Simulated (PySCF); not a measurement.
# Computed structure and properties of [Ce(SH)2]2+

System: [Ce(SH)2]2+ (singlet); start: template (C2). Method: PySCF 2.14.0, RKS PBE0, Ce lcecp-2-SVP with ECP46, S def2-SVP, H def2-SVP; non-relativistic Hamiltonian with scalar-relativistic core potentials where named; density fitting; no spin-orbit coupling.

Input of the relaxation:

```python
mol = gto.M(atom='''
Ce     0.00000    -0.00000    -0.33918
S      2.43450    -0.00000     0.75032
H      3.24860    -0.33650    -0.26108
S     -2.43450     0.00000     0.75032
H     -3.24860     0.33650    -0.26108''',
    basis={'Ce': 'lcecp-2-SVP', 'S': 'def2-SVP', 'H': 'def2-SVP'},
    ecp={'Ce': 'lcecp-2-SVP'},
    charge=2, spin=0)
mf = dft.RKS(mol, xc='PBE0')
mf.grids.atom_grid = (50, 194)  # f atoms: unpruned, at least (60, 302)
mf = mf.density_fit()  # fitting sets: Ce AutoAux, S def2-universal-JKFIT, H def2-universal-JKFIT
mf.conv_tol = 1e-08; mf.max_cycle = 55
mf.kernel(dm0)  # dm0: converged density of the start geometry
# quasi-Newton relaxation in Cartesian coordinates to a largest gradient under 0.00045 Eh/bohr, steps kept in the point group
```

Run from Python with OMP_NUM_THREADS=2; the lines above give its settings. Where DIIS fails, smearing, a level shift and second-order steps follow.
It took 69 s on 2 threads of AMD EPYC 7R43 64-Core Processor (Zen 3) (shared host), from the converged density of the start.

Course of the relaxation:

| step | energy above end (eV) | largest force component within the symmetry (eV/Å) |
| --- | --- | --- |
| 0 | 1.1666 | 2.514 |
| 1 | 0.6566 | 1.448 |
| 2 | 0.2398 | 0.610 |
| 3 | 0.1059 | 0.417 |
| 4 | 0.0385 | 0.307 |
| 5 | 0.0195 | 0.164 |
| 6 | 0.0100 | 0.097 |
| 7 | 0.0090 | 0.083 |
| 8 | 0.0065 | 0.102 |
| 9 | 0.0036 | 0.104 |
| 10 | 0.0011 | 0.075 |
| 11 | 0.0002 | 0.013 |
| 12 | 0.0001 | 0.040 |
| 13 | 0.0000 | 0.010 |

Relaxed geometry (C2v):

```xyz
5

Ce    0.0000    0.0000   -0.9302
S     1.7872   -0.1310    0.7209
H     2.9859   -0.2136    0.0639
S    -1.7872    0.1310    0.7209
H    -2.9859    0.2136    0.0639
```

```
    contact      Å
Ce1–S2 (SH)  2.437
Ce1–S4 (SH)  2.437
```

On the finer grid (75, 302):

```
HOMO                                                          : not given (4f levels lie in the core)
LUMO                                                          : not given (4f levels lie in the core)
Dipole about the centre of mass                               : 4.97 D
Set of Mulliken populations of Ce1 outside the core potential : s 2.13, p 6.05, d 2.17, f 0.06
D3(BJ) dispersion energy (not in the energies)                : -0.125 eV
```

```
atom  Mulliken (e)  Löwdin (e)  spin (e)
 Ce1          1.59        1.05      0.00
  S2         -0.06        0.36      0.00
  H3          0.26        0.12      0.00
  S4         -0.06        0.36      0.00
  H5          0.26        0.12      0.00
```

The large-core potential holds the 4f shell empty.

On the grid (50, 194), as all that follows. Harmonic modes: a minimum; lowest 91 cm⁻¹ (negative: unstable), highest 2591 cm⁻¹, zero-point energy 0.445 eV.

Taking off one SH (charge -1, singlet; the rest: singlet) in vacuum, both parts rigid, costs 22.14 eV; the small basis without counterpoise inflates it. Most of it is the attraction of opposite charges; other ways to part are cheaper, and one spin state was tried for the rest.

Rigid scan of SH along the line from its metal:

distance to S2 (Å), energy (eV) and a bar:
```
     2.14      1.111 ##############################
     2.24      0.428 ############
     2.34      0.093 ###
     2.44      0.000 
     2.54      0.073 ##
     2.64      0.257 #######
     2.84      0.809 ######################
```

One start shape was tried, so this needn't be the lowest isomer.
